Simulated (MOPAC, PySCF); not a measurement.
F$_{3}$ISi, SMILES `F[Si](F)(F)I`, neutral singlet in the gas phase. 

Cartesian coordinates (Å):
```xyz
5

F     -0.9524    -0.4485     1.2412
Si    -0.1385     0.0141    -0.0215
F     -0.6070    -0.8533    -1.2459
F     -0.5107     1.5125    -0.3171
I      2.2086    -0.2247     0.3433
```
Charge 0, multiplicity 1.

All levels are single points at this geometry (r2SCAN-D4/def2-TZVP); Pople sets use spherical d functions. Orbital energies aren't observables, and empty levels follow the basis.

PM6 in MOPAC gives dipole (D) = 0.72.

Task: Estimate the dipole (D) from each of these levels: r2SCAN-D4/def2-TZVP in PySCF; B3LYP/6-311+G** (LANL2DZ on I) in PySCF; PBE/6-31G* (LANL2DZ on I) in PySCF; HF/6-31G* (LANL2DZ on I) in PySCF; AM1 in MOPAC.

Result: 
```json
[
 {"level": "r2SCAN-D4/def2-TZVP in PySCF", "dipole (D)": "1.13"},
 {"level": "B3LYP/6-311+G** (LANL2DZ on I) in PySCF", "dipole (D)": "1.25"},
 {"level": "PBE/6-31G* (LANL2DZ on I) in PySCF", "dipole (D)": "0.23"},
 {"level": "HF/6-31G* (LANL2DZ on I) in PySCF", "dipole (D)": "0.32"},
 {"level": "AM1 in MOPAC", "dipole (D)": "0.94"}
]
```
